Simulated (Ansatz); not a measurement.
`OC(O)[SeH]` + `[OH][GeH3]` → `OC(O)[O][GeH3]` + H₂Se  (substitution at a C–Se bond)

Calculated with Ansatz (gas phase, PBE0-D4/def2-TZVP geometries, no zero-point term in ΔE). CCSD(T)/CBS is the MP2 limit (def2-TZVPP, def2-QZVPP) plus CCSD(T) − MP2 in def2-TZVPP, frozen cores. Functionals use def2-TZVPP. B3LYP here is the variant with VWN-RPA as its local correlation; programs differ in this. For Ge, Se outer-core shells are correlated without core-valence functions, which leaves a few kJ/mol of doubt a bond. Scalar relativity is left out up to krypton. One conformer a species, not always the lowest.

```
             level  ΔE (kJ/mol)  difference from CCSD(T)/CBS
            PBE-D4        -24.2                          9.7
          B3LYP-D4        -33.3                          0.6
           ωB97M-V        -40.4                         -6.5
               PBE        -23.2                         10.7
     HF/def2-TZVPP        -55.3                        -21.4
SCS-MP2/def2-TZVPP        -35.4                         -1.5
   CCSD/def2-TZVPP        -42.6                         -8.7
     HF/def2-QZVPP        -54.6                        -20.7
     MP2/CBS(def2)        -26.5                          7.4
    CCSD/CBS(def2)        -36.8                         -2.9
       CCSD(T)/CBS        -33.9                            0
```

Largest T1 diagnostic among the species: 0.012.

From PBE to PBE0 (25 % exact exchange), in def2-TZVPP and without D4, ΔE moves by −8.4 kJ/mol. In def2-TZVPP, CCSD(T) changes the Hartree–Fock value by +15.7 kJ/mol (the triples alone add +2.9 kJ/mol) and MP2 by +23.1 kJ/mol.
